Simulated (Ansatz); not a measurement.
Total energies of Ge₅H₃ (the lowest doublet isomer of a short search) from Ansatz at PBE-D4/def2-TZVPD, gas phase (1 Eh = 27.2114 eV = 2625.5 kJ/mol). The reference geometry is relaxed at PBE0-D4/def2-SVP.

Cartesian coordinates in Å:
```
Ge 2.0566 -0.4808 0.1224
Ge -0.2034 -1.0726 -1.5933
Ge -0.1534 -1.2812 0.9245
Ge -1.6439 0.6151 1.2347
Ge 0.3317 1.3072 -0.1001
H -1.6033 1.2271 2.6757
H 1.5129 -1.0191 -1.6233
H -0.2972 0.7043 -1.6406
```

```tsv
state	geometry	energy (Eh)
charge 0 doublet	reference	-10385.32457
charge -1 singlet	reference	-10385.39841
charge -1 singlet	relaxed at PBE0-D4/def2-SVPD	-10385.41741
free Ge atom (triplet)	–	-2076.60198
free H atom (doublet)	–	-0.49962
```

(1) Work out the vertical electron affinity, to the singlet.

(2) How much does the charge -1 singlet relax, and what is the adiabatic electron affinity?

(3) What is the binding energy per atom against free atoms?

(1) E(charge 0 doublet) − E(charge -1 singlet) = -10385.32457 − (-10385.39841) = 0.07384 Eh = 2.01 eV.

(2) Relaxation: -10385.39841 − (-10385.41741) = 0.01900 Eh = 0.52 eV. Adiabatic electron affinity: 0.09284 Eh = 2.53 eV, without zero-point energy. 

(3) Atoms: 5 × (-2076.60198) + 3 × (-0.49962) = -10384.50876 Eh. Binding: -10384.50876 − (-10385.32457) = 0.81581 Eh = 22.20 eV, or 2.77 eV for each of 8 atoms (no zero-point energy, no counterpoise term).

At PBE-D4/def2-TZVPD the highest occupied level of the charge -1 singlet lies above zero (up to 0.14 eV). By energy differences its removal costs 2.01 eV (vertical, to the charge 0 doublet, at PBE-D4/def2-TZVPD); a positive level beside a positive removal energy at the same level points to self-interaction error. 

The structure comes from a short search, and lower isomers may exist.
